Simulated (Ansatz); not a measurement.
Basis sets compared for CuI₂⁻. The state is a singlet with charge -1. Geometry r2SCAN-D4/def2-TZVPD. Ansatz on 4 threads of Arm Neoverse V2 on a shared host; times are rough, and most runs start from earlier orbitals.

Cartesian coordinates in Å:
```
Cu 0.0003 -0.0001 0.0000
I 0.5258 0.6197 -2.2893
I -0.5261 -0.6195 2.2893
```

In the def2 sets I takes a core potential; there is no spin–orbit coupling. The structure comes from a short search, and lower isomers may exist.

```tsv
level	functions	energy (Eh)	HOMO (eV)	LUMO (eV)	wall time
PBE-D4/def2-SVPD	104	-2235.6464	-1.01	2.43	0.85 s
PBE0-D4/def2-SVPD	104	-2235.7068	-2.46	2.98	1.4 s
```

(1) Estimate the rows for PBE-D4/def2-TZVPD, PBE0-D4/def2-TZVPD.

Answers

(1) 
```tsv
level	functions	energy (Eh)	HOMO (eV)	LUMO (eV)	wall time
PBE-D4/def2-TZVPD	166	-2235.9107	-1.14	2.48	1.3 s
PBE0-D4/def2-TZVPD	166	-2235.9603	-2.51	2.99	2.4 s
```
